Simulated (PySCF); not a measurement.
# Dipole moment and polarisability of `F[C@@H]1C=C1[SiH](Cl)Cl`

Compound: C₃H₃Cl₂FSi.
Numbering: `[F:1][C@@H:2]1[CH:3]=[C:4]1[SiH:5]([Cl:6])[Cl:7]` (hydrogens: H8 on C2; H9 on C3; H10 on Si5)

Structure used (GFN2-xTB), in Å, numbered top down from 1:
```xyz
10
C3H3Cl2FSi angstrom
F     -1.3311   -0.1193   -2.1031
C     -1.3985   -0.2060   -0.7259
C     -1.1840    1.0155    0.0624
C     -0.1800    0.1654    0.0559
Si     1.5635   -0.3481    0.4652
Cl     2.4969    1.2003    1.3457
Cl     1.4461   -1.9086    1.7338
H     -2.0755   -1.0083   -0.4615
H     -1.5926    1.9521    0.3524
H      2.2641   -0.7383   -0.7474
```

Level: B3LYP/def2-SVPD (PySCF), static field, nuclei fixed, core orbitals frozen in the response. The polarisability tensor in these axes (au):

```
x   91.59 -1.54 12.17
y   -1.54 85.66 -0.55
z   12.17 -0.55 77.22
```

Q: Diagonalise the tensor; give its mean and Δα, where Δα² is half the sum of the squared differences of the eigenvalues.

A: Principal values 70.26, 85.46 and 98.74 au; mean 84.82 au = 12.57 Å³ = 13.99 × 10⁻⁴⁰ C²·m²/J; Δα = 24.68 au (29 % of the mean).

Q: What is the dipole moment, and where does it point?

A: (-0.48, 0.49, 0.99) D, 1.20 D in size, pointing from the negative to the positive side. Measured along this direction, the outermost atoms are H10 at the negative end and H9 at the positive end.

Q: In a dilute gas of rigid molecules at 273 K, how does the orientational term μ²/3kT compare with the electronic polarisability?

A: In Gaussian units μ²/3kT = 12.81 Å³ against 12.57 Å³, a ratio of 1.02; the Debye molar polarisation (4π/3)N_A(α + μ²/3kT) is 64.0 cm³/mol, leaving out the vibrational part.

Q: What would n − 1 = 2πNα be for an ideal gas of these molecules at 273.15 K and 1 atm, electronic part alone?

A: N = p/kT = 2.6868 × 10¹⁹ cm⁻³, so n − 1 = 2π × N × 12.57 × 10⁻²⁴ cm³ = 2122 × 10⁻⁶ at long wavelengths, for an ideal gas.

Q: Rayleigh depolarisation ratio (linearly polarised light, static tensor)?

A: ρ = 3Δα²/(45ᾱ² + 4Δα²) = 1827.1/(323764 + 2436.2) = 0.0056.

One conformer (not necessarily the lowest) at the GFN2-xTB geometry, without solvent, vibrations or thermal averaging.
